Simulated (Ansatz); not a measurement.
```yaml
crystal:
  periodic: [false, false, false]
  atoms:
    - {symbol: F, position_ang: [0.761883, 1.177615, 1.096429]}
    - {symbol: C, position_ang: [0.169243, 0.074563, 0.679802]}
    - {symbol: Cl, position_ang: [-0.128890, -1.031818, 1.929022]}
    - {symbol: C, position_ang: [-0.144447, -0.108302, -0.601563]}
    - {symbol: Cl, position_ang: [-0.908380, -1.527047, -1.146141]}
    - {symbol: I, position_ang: [0.292690, 1.351087, -2.003749]}
basis:
  gaussian: {orbitals: def2-SVPD}
magnetization: {spin_polarized: true, initial_magnetization: 0}
hamiltonian: {xc: {name: B2GP-PLYP}}
scf: {lower_state_search: light}
```

```sh
$ ansatz run in.yaml --threads 4 --pin off --events-out ev --progress --plain --max-ram 10444MiB
```

Shortened log:

```
Functional definition: B2GP-PLYP
1558 factors; integrals over basis functions are off by at most 8.6e-4 eV
mean field evaluation 1: about -37888.1403 eV, gradient 1.5e1 eV
mean field evaluation 2: about -37888.2747 eV, gradient 1.5e1 eV
mean field evaluation 4: about -37889.2759 eV, gradient 2.2e0 eV
mean field evaluation 8: about -37889.3019 eV, gradient 6.9e-2 eV
mean field evaluation 16: about -37889.3020 eV, gradient 4.9e-5 eV
mean field -37889.30197673 eV, -1392.4061653535 hartree, gradient 3.1e-6 eV, S^2 0.000000; 2 other end points of the search recorded, 0 dependent functions left out
17 core orbitals not correlated: weight in the atoms' cores, before any rotation towards them, 1.000 or more for the frozen orbitals, at most 0.000 for the correlated occupied ones
reference -37889.30210677 eV, -1392.4061701325 hartree; 23, 23 occupied and 112, 112 virtual orbitals, 1558 factors
second order -27.99117198 eV of doubles, -0.00000000 eV of singles
Total energy: -37899.37892869 eV, -1392.7764865075 hartree
```

Hardware: 4 threads of an AMD EPYC 7B13 on a shared host. Wall time 7.5 s, peak host memory 0.71 GiB.
